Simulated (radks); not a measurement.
Species: Ta+. Configuration: [Xe] 4f14 5d3 7s1 (not the ground configuration). All-electron calculation, scalar-relativistic Kohn-Sham, LDA (Slater exchange, VWN5 correlation), spin-unpolarised, spherical densities, point nucleus. Program: a radial shooting solver on a logarithmic mesh with Libxc functionals.

Local quantities along the radius. ELF = 1/(1 + alpha^2) is the electron localisation function; alpha = (tau - tau_W)/tau_unif compares the Pauli kinetic energy density with that of the uniform gas; 4 pi r^2 rho is in e/bohr; s = |grad rho|/(2 (3 pi^2)^(1/3) rho^(4/3)) is the reduced gradient. tau is taken from the large components.

r (bohr)     ELF     alpha  4 pi r^2 rho        s
0.0009565  0.999   0.02316         6.769   0.9050
0.001328   0.999   0.02474         11.16   0.7706
0.001843   0.999   0.02757         18.02   0.6778
0.002559   0.999   0.03246         28.25   0.6182
0.003552   0.998   0.04101         42.51   0.5863
0.004931   0.997   0.05683         60.46   0.5798
0.00679    0.992   0.08767         79.20   0.5978
0.009426   0.975    0.1585         94.50   0.6415
0.01309    0.897    0.3382         99.55   0.7017
0.01816    0.617    0.7876         93.47   0.7202
0.02522    0.342     1.387         88.38   0.5532
0.035      0.442     1.123         102.3   0.3095
0.04859    0.706    0.6445         128.5   0.3126
0.06746    0.686    0.6759         129.0   0.4495
0.09364    0.374     1.293         105.1   0.4276
0.13       0.501    0.9971         112.3   0.2126
0.1805     0.725    0.6158         117.1   0.3656
0.2505     0.366     1.316         72.73   0.5206
0.345      0.427     1.158         65.44   0.1619
0.4789     0.713    0.6344         70.03   0.3288
0.6648     0.483     1.036         38.67   0.5665
0.9229     0.369     1.308         19.32   0.5115
1.281      0.583    0.8459         11.51   0.6124
1.778      0.408     1.204         4.757   0.9819
2.469      0.131     2.576         1.408    1.503
3.427      0.013     8.826        0.3048    2.675
4.758      0.007     11.58        0.1474  0.03973
6.604      0.950    0.2288        0.2206   0.8557
9.168      1.000   0.01205       0.08423    3.033
12.73      1.000  0.001588      0.005818    11.67

On this mesh the ELF has minima near r = 0.025, 0.11, 0.29, 0.79, 4.0 bohr, which separate the shells, and maxima near 0.057 (0.74), 0.18 (0.73), 0.48 (0.71), 1.3 (0.58).
